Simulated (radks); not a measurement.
Valence configurations of In III (all share [Kr]). All-electron calculation, scalar-relativistic Kohn-Sham, PBE, spin-unpolarised, spherical densities, point nucleus. Program: a radial shooting solver on a logarithmic mesh with Libxc functionals. Order these by energy: 4d9.5 5s1.5; 4d10 5s0.5 5p0.5; 4d7 5s1.5 5p2.5; 4d9 5s1.5 5p0.5; 4d9 5s1 5p1; 4d8 5s1 5p2; 4d10 5p1; 4d10 5s1; 4d8.5 5s2 5p0.5; 4d9 5s2.

Answer. From the lowest, in eV above it: 4d10 5s1 0.000; 4d10 5s0.5 5p0.5 3.744; 4d9.5 5s1.5 6.780; 4d10 5p1 7.524; 4d9 5s2 14.276; 4d9 5s1.5 5p0.5 18.282; 4d9 5s1 5p1 22.323; 4d8.5 5s2 5p0.5 26.643; 4d8 5s1 5p2 48.742; 4d7 5s1.5 5p2.5 74.696. NIST lists [Kr] 4d10 5s1 as the ground configuration; this level of theory agrees among the configurations tried. The energies are those of spherical spin-averaged densities, not of single terms.
